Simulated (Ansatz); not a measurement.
InH2(SMe) (CH5InS). The state is a singlet with charge 0. Geometry B3LYP-D4/def2-TZVP.

Cartesian coordinates in Å:
```
In 0.717 1.476 0.913
H -0.138 2.302 -0.335
H 1.671 2.091 2.200
S 0.509 -0.910 0.812
C -0.533 -1.188 -0.676
H -0.924 -0.256 -1.078
H -1.365 -1.831 -0.397
H 0.062 -1.685 -1.440
```

In the def2 sets In takes a core potential, while STO-3G treats all electrons; there is no spin–orbit coupling.

Task: Estimate the orbital energies around the gap (eV) in Ansatz with HF/STO-3G, B97M-V/def2-TZVP, PBE0-D4/def2-SVP, PBE0-D4/def2-TZVP, r2SCAN0-D4/def2-TZVP.

Result: 
| orbital | HF/STO-3G | B97M-V/def2-TZVP | PBE0-D4/def2-SVP | PBE0-D4/def2-TZVP | r2SCAN0-D4/def2-TZVP |
| --- | --- | --- | --- | --- | --- |
| HOMO−9 | -14.93 | -19.68 | -21.45 | -21.35 | -21.82 |
| HOMO−8 | -14.83 | -19.49 | -20.88 | -20.92 | -21.46 |
| HOMO−7 | -14.78 | -16.16 | -17.15 | -17.26 | -17.69 |
| HOMO−6 | -14.46 | -11.31 | -12.44 | -12.45 | -12.72 |
| HOMO−5 | -14.30 | -10.82 | -11.88 | -11.90 | -12.17 |
| HOMO−4 | -11.70 | -10.36 | -11.43 | -11.45 | -11.69 |
| HOMO−3 | -10.11 | -9.10 | -9.96 | -9.96 | -10.16 |
| HOMO−2 | -9.02 | -7.70 | -8.50 | -8.53 | -8.74 |
| HOMO−1 | -6.90 | -6.75 | -7.51 | -7.55 | -7.71 |
| HOMO | -6.14 | -6.02 | -6.73 | -6.80 | -6.95 |
| LUMO | 5.80 | -2.29 | -1.50 | -1.59 | -1.43 |
| LUMO+1 | 9.84 | -0.95 | -0.01 | -0.25 | -0.04 |
| LUMO+2 | 12.38 | -0.03 | 0.88 | 0.61 | 0.94 |
| LUMO+3 | 12.93 | 0.02 | 1.16 | 0.68 | 0.98 |
| LUMO+4 | 16.98 | 1.32 | 2.95 | 1.71 | 2.37 |
| LUMO+5 | 19.64 | 1.71 | 3.33 | 2.13 | 2.60 |
